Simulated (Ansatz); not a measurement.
The cluster Nb2S⁺. Total charge 1; doublet. Geometry relaxed at r2SCAN-D4/def2-TZVP.

Cartesian coordinates in Å:
```
Nb 0.9499 0.7364 -0.4619
Nb -0.6075 0.4436 1.0450
S -0.3424 -1.1800 -0.5831
```

In the def2 sets Nb takes a core potential; there is no spin–orbit coupling. The relaxation made no stability test and no search for a lower SCF solution. The structure comes from a short search, and lower isomers may exist.

(1) Estimate the harmonic wavenumbers at UKS r2SCAN-D4/def2-TZVP (Ansatz, unscaled). Is this a minimum?

## Answers

(1) 267, 369, 510 cm⁻¹. Yes, no mode is imaginary beyond noise. Zero-point energy 6.9 kJ/mol. Run time 38 s (4 threads of Arm Neoverse V2 on a shared host).
